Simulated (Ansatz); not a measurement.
C2H5FOSi can be A, `FC1CO[SiH2]1`, or B, `C=CO[SiH2]F`.

Calculated with Ansatz (gas phase, PBE0-D4/def2-TZVP geometries, no zero-point term in ΔE). CCSD(T)/CBS is the MP2 limit (def2-TZVPP, def2-QZVPP) plus CCSD(T) − MP2 in def2-TZVPP, frozen cores. Functionals use def2-TZVPP. B3LYP here is the variant with VWN-RPA as its local correlation; programs differ in this. Each species was taken in one conformer, which may not be the lowest.

Which is lower in electronic energy at CCSD(T)/CBS, and by how much? (Estimate.)

The calculation gave: B, by 235.2 kJ/mol.

Give E(B) − E(A) in kJ/mol with HF/def2-TZVPP, CCSD(T)/def2-TZVPP, r2SCAN-D4, MP2/def2-TZVPP, B3LYP-D4, B2PLYP, ωB97M-V. (An estimate is asked.)

The calculation gave: HF/def2-TZVPP -255.1, CCSD(T)/def2-TZVPP -232.4, r2SCAN-D4 -226.0, MP2/def2-TZVPP -236.7, B3LYP-D4 -235.9, B2PLYP -239.3, ωB97M-V -222.0. None reverses the order clearly.

Largest T1 diagnostic: 0.012.

In def2-TZVPP, CCSD(T) changes the Hartree–Fock value by +22.7 kJ/mol (the triples alone add +1.4 kJ/mol) and MP2 by +18.4 kJ/mol.
